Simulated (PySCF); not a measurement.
Estimate the missing entries of this data sheet.

Species: C5H6O3.
SMILES: `C=CO/C=C\C(=O)O`

Conformer (atom-mapped SMILES and torsion angles): `[CH2:1]=[CH:2][O:3]/[CH:4]=[CH:5]\[C:6](=[O:7])[OH:8]`: C1–C2–O3–C4 180°, C2–O3–C4–C5 180°, C4–C5–C6–O7 0°, H–O8–C6–C5 180°.

| property | level | value |
| --- | --- | --- |
| point group of the GFN2-xTB geometry | GFN2-xTB | ? |
| rotational constants A, B, C of the GFN2-xTB geometry | GFN2-xTB | ? |
| dipole moment | PBE0/def2-SVPD | ? |
| HOMO energy | PBE0/def2-SVPD | -6.97 eV |
| LUMO energy | PBE0/def2-SVPD | ? |
| lowest singlet excitation | TDDFT PBE0/def2-SVPD | ? |
| strongest line among the 6 lowest singlet transitions | TDDFT PBE0/def2-SVPD | S2 at 5.05 eV (246 nm, f = 0.395) |
| lowest triplet excitation (Tamm–Dancoff) | TDA PBE0/def2-SVPD | 3.46 eV |
| static isotropic polarisability | PBE0/def2-SVPD | 80.3 au |
| electronic spatial extent ⟨r²⟩ about the centre of nuclear charge | PBE0/def2-SVPD | ? |
| 13C chemical shifts (computed TMS as zero) by class | GIAO PBE0/pcSseg-1 | 167.8 (1 C), 163.3 (1 C), 157.4 (1 C), 102.5 (1 C), 101.2 (1 C) ppm |
| 1H chemical shifts (computed TMS as zero) by class | GIAO PBE0/pcSseg-1 | ? |
| isotropic shieldings of nuclei other than C and H, by class | GIAO PBE0/pcSseg-1 | -92 (1 O), 111 (1 O), 122 (1 O) ppm |

The electronic properties come from PySCF, for the isolated species, density fitting.

Task: The point group of the GFN2-xTB geometry?

Result: Cs.

Task: Give the lowest singlet excitation.

Result: 4.79 eV (259 nm, f = 0.000).

Task: The LUMO energy?

Result: -1.27 eV.

Task: Give the dipole moment.

Result: 2.77 D.

Task: Give the 1H chemical shifts (computed TMS as zero) by class.

Result: 6.78 (1 H), 6.59 (1 H), 5.66 (1 H), 5.35 (1 H), 5.17 (1 H), 4.77 (1 H) ppm.

Task: The rotational constants A, B, C of the GFN2-xTB geometry?

Result: 6.377, 0.997, 0.862 GHz.

Task: The electronic spatial extent ⟨r²⟩ about the centre of nuclear charge?

Result: 1261 bohr².

The polarisability is 11.90 Å³ as a volume (1 au = 0.148185 Å³), or 1.34 au for each of the 60 electrons. With B = h/(8π²I), that is 505.379 GHz u Å² over I, the principal moments of inertia are 79.2, 507.1 and 586.3 u Å² (most abundant isotopes). The principal polarisabilities are 46.8, 74.0 and 120.3 au; their mean is the isotropic value. In atomic units the dipole is 1.09 e·bohr (1 au = 2.5417 D).

For the NMR shielding job (PBE0/pcSseg-1), on Intel Xeon Platinum 8259CL at 2.50 GHz, one thread, shared host with 96 logical CPUs at a one-minute load of 36, this took 37 s (grids of density and orbitals included) and 0.73 GiB of memory at its peak.

One conformer stands for the species.
